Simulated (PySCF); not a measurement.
Compound: C₃H₈AlBr.
SMILES with atom numbers: `[CH3:1][CH:2]([CH3:3])[AlH:4][Br:5]` (hydrogens: H6, H7, H8 on C1; H9 on C2; H10, H11, H12 on C3; H13 on Al4)

Computed by this run: PySCF 2.14.0, PBE0-D3(BJ)/def2-SVP geometry optimisation, gas phase; density fitting, grid level 1; the optimiser is geomeTRIC in internal coordinates, started from a GFN2-xTB structure with every atom displaced at random (about 0.01 Å).

Step 0: E = -79858.5782 eV
```
atom  x, y, z in Å  |  force x, y, z in eV/Å
C1     -0.2453   -0.7423   -1.2609   -0.627   1.859   0.620
C2     -0.3172   -0.3405    0.2261    0.529   0.550  -0.215
C3     -0.9840    1.0512    0.3654    1.820  -0.623   1.135
Al4     1.5583   -0.3678    1.0458   -1.725   0.088  -0.696
Br5     3.2100    0.9403    0.3306    0.316   0.417  -0.278
H6      0.0966   -1.7315   -1.3977    0.574  -1.615  -0.329
H7      0.4054   -0.0466   -1.8152    0.105  -0.097  -0.067
H8     -1.2428   -0.6436   -1.7177   -0.093  -0.150  -0.109
H9     -0.9678   -1.0589    0.7555    0.221  -0.166   0.103
H10    -0.3439    1.8207   -0.0769    0.029   0.288  -0.180
H11    -1.1081    1.3076    1.4345   -0.124   0.077  -0.169
H12    -1.9337    1.0777   -0.1066   -1.399   0.055  -0.690
H13     1.8781   -1.2831    2.2069    0.372  -0.683   0.877
```

Problem. Estimate the geometry and energy of step 1. (The exact step hangs on the optimiser's Hessian estimate; all steps are aligned on step 0, rigid shifts and turns removed.)

Solution. E = -79858.7909 eV, largest force 0.332 eV/Å
```
atom  x, y, z in Å  |  force x, y, z in eV/Å
C1     -0.2527   -0.7307   -1.2764    0.100  -0.317   0.004
C2     -0.2903   -0.3446    0.2038    0.006  -0.044   0.105
C3     -0.9014    1.0496    0.3839   -0.196  -0.015  -0.064
Al4     1.4748   -0.4032    1.1009   -0.260  -0.176  -0.089
Br5     2.9864    1.0580    0.2662    0.097   0.038   0.074
H6      0.0851   -1.7767   -1.4417   -0.066   0.293   0.045
H7      0.4106   -0.0704   -1.8545    0.095   0.041  -0.028
H8     -1.2565   -0.6404   -1.7277   -0.022  -0.024  -0.005
H9     -0.9329   -1.0747    0.7352    0.036   0.035  -0.019
H10    -0.2711    1.8323   -0.0703   -0.012  -0.004  -0.034
H11    -1.0365    1.3146    1.4450   -0.027   0.033   0.025
H12    -1.9030    1.1107   -0.0970    0.236   0.010   0.106
H13     1.8932   -1.3414    2.3222    0.012   0.131  -0.119
```

The energy changes by -0.2126 eV. The first-order estimate −F·Δx gives -0.4941 eV and the mean of the old and new forces, exact on a quadratic surface, -0.2218 eV. The step makes an angle of 72° with the force vector and moves no atom by more than 0.261 Å.

What follows is the cost of the whole optimisation. Hardware: Arm Neoverse V1, one thread, no GPU, shared host with 32 logical CPUs at a one-minute load of 16. Cost: 61 s wall, 0.52 GiB resident at most.
